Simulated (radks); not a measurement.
Values are calculated unless marked as measured or tabulated.
Task: Valence configurations of the krypton ion Kr+ (all share [Ar]). Code: a radial shooting solver on a logarithmic mesh with Libxc functionals. Model: scalar-relativistic Kohn-Sham, PBE, spin-polarised, spherical densities, finite nucleus; open shells are filled with parallel spins first; Fermi nuclear charge, rms radius 4.1884 fm. Order these by energy: 3d9 4s2 4p6; 3d10 4s1 4p6; 3d9.5 4s2 4p5.5; 3d9.5 4s1.5 4p6; 3d10 4s2 4p5.

Result: From the lowest, in eV above it: 3d10 4s2 4p5 0.000; 3d10 4s1 4p6 14.455; 3d9.5 4s2 4p5.5 38.357; 3d9.5 4s1.5 4p6 45.788; 3d9 4s2 4p6 79.357. NIST lists [Ar] 3d10 4s2 4p5 as the ground configuration; this level of theory agrees among the configurations tried. The energies are those of spherical high-spin densities, not of single terms.
